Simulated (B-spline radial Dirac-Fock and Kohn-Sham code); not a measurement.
3p3/2 photoionisation of Ni³⁺ near threshold

System: the Ni³⁺ ion, configuration [Ar] 3d7. The computed 3p3/2 threshold is 124.7 eV; without correlation, outer thresholds are uncertain by 1 to 2 eV. With an open shell the threshold is an average over the terms of the final ion.

Level of theory: Dirac-Hartree-Slater photoionisation with all multipoles and Dirac-Fock thresholds; a radial finite-basis atomic code. Interchannel coupling and autoionising resonances are not included, so magnitudes near threshold are approximate.

```csv
kinetic energy (eV),σ (Mb),β
1.5,0.512,-0.72
1.9,0.514,-0.69
2.3,0.516,-0.66
2.9,0.518,-0.63
3.7,0.521,-0.59
4.6,0.525,-0.53
5.7,0.530,-0.47
7.2,0.536,-0.40
9.0,0.544,-0.32
11.2,0.553,-0.23
14.0,0.564,-0.12
17.5,0.576,0.01
21.9,0.590,0.15
27.4,0.605,0.30
34.2,0.620,0.47
42.8,0.631,0.63
53.5,0.637,0.80
66.9,0.634,0.95
83.7,0.616,1.10
104.7,0.583,1.23
130.9,0.532,1.34
163.6,0.469,1.43
204.6,0.399,1.50
255.8,0.327,1.55
319.9,0.258,1.59
400.0,0.195,1.62
```

The cross section shows no minimum in this range. Its largest value, 0.637 Mb, lies 54 eV above threshold, delayed by the centrifugal barrier of the l+1 channel. β ranges from -0.72 (at 1.5 eV) to 1.62.
